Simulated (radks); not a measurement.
Q: Species: Xe32+. Configuration: [Ar] 3d3 6p1 (not the ground configuration). All-electron calculation, Dirac Kohn-Sham, PBE, spin-unpolarised, spherical densities, finite nucleus; open shells fill j = l - 1/2 first; Fermi nuclear charge, rms radius 4.7859 fm. Program: a radial shooting solver on a logarithmic mesh with Libxc functionals. Some entries of the table are withheld. Estimate them.

orbital,occ.,eigenvalue (eV),<r> (bohr),<1/r> (bohr^-1)
1s1/2,2,-35934.29,0.02666,58.11
2s1/2,2,-6898.687,0.1134,13.68
2p1/2,2,-6588.095,0.09553,(1)
2p3/2,4,-6259.657,0.1012,(2)
3s1/2,2,-2429.453,0.2863,5.262
3p1/2,2,-2309.085,(3),5.191
3p3/2,4,-2234.801,(4),4.916
3d3/2,3,-2043.631,0.2486,4.792
3d5/2,0,-2026.651,0.2515,4.721
6p1/2,1,(5),1.391,1.058
6p3/2,0,(6),1.410,1.034

A: 
(1) 2p1/2 <1/r> (bohr^-1): 13.64
(2) 2p3/2 <1/r> (bohr^-1): 12.55
(3) 3p1/2 <r> (bohr): 0.2737
(4) 3p3/2 <r> (bohr): 0.2830
(5) 6p1/2 eigenvalue (eV): -468.7791
(6) 6p3/2 eigenvalue (eV): -462.1487
